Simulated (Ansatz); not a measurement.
Geometry optimisation, RKS B3LYP/def2-SVP in Ansatz.

input.yaml

```yaml
crystal:
  periodic: [false, false, false]
  atoms:
    - { symbol: B, position_ang: [0.0, 0.0, 0.0] }
    - { symbol: O, position_ang: [0.0, 0.0, 1.76] }
    - { symbol: H, position_ang: [-0.9095, -0.2814, 2.0971] }
    - { symbol: "N", position_ang: [1.3423, 0.0, -0.775] }
    - { symbol: H, position_ang: [1.8089, -0.9179, -1.0268] }
    - { symbol: H, position_ang: [1.7937, 0.9179, -1.0532] }
    - { symbol: "N", position_ang: [-1.3423, 0.0, -0.775] }
    - { symbol: H, position_ang: [-2.0112, -0.8164, -0.6764] }
    - { symbol: H, position_ang: [-1.5914, 0.8164, -1.4036] }
    - { symbol: Br, position_ang: [0.1049, 2.2181, 0.7379] }
    - { symbol: H, position_ang: [0.0529, 1.119, 1.7348] }
basis:
  gaussian: { orbitals: def2-SVP }
hamiltonian:
  xc: b3lyp
relax:
  f_tol: 0.15
  max_steps: 25
  restrain:
    - { distance: [0, 9], at: 2.04, k: 30.0 }
    - { distance: [10, 1], at: 1.01, k: 30.0 }
    - { distance: [0, 1], at: 2.61, k: 30.0 }
    - { distance: [10, 9], at: 2.75, k: 30.0 }
```

Launched with:

```bash
$ ansatz run input.yaml --threads 4 --pin off --max-ram 5120MiB --backend cpu --events-out ev --progress --plain --runs-dir out
```

Task: Where does it end, and by what steps?

Result: It converged. The restraints hold the end off the free minimum. After 11 steps the energy has fallen by 3.851 eV (the restraints' own energy left out); H9 moved furthest, 0.94 Å. Parted: Br10–H11 (1.48 → 2.75 Å).

```tsv
step	energy less start (eV)	largest force component (eV/Å)	accepted
0	0.0000	5.413	yes
1	-1.4545	2.335	yes
2	-2.1530	2.093	yes
3	-2.6070	0.839	yes
4	-3.0010	1.924	yes
5	-3.4072	0.990	yes
6	-3.6205	0.913	yes
7	-3.7410	1.002	yes
8	-3.8017	0.665	yes
9	-3.8190	1.129	yes
10	-3.7990	0.866	no
11	-3.8511	0.793	yes
```

```xyz
11
Properties=species:S:1:pos:R:3
B 0.043 0.619 -0.478
O -0.045 -0.092 2.048
H -0.824 -0.215 1.484
N 1.262 0.033 -0.836
H 1.343 -0.957 -1.037
H 2.143 0.467 -0.592
N -1.245 0.028 -0.580
H -1.374 -0.894 -0.982
H -2.076 0.605 -0.623
Br 0.062 2.579 0.027
H -0.040 0.882 2.189
```

The run took 23 s on 4 threads of Arm Neoverse V2 (shared host), peak memory 0.3 GiB.
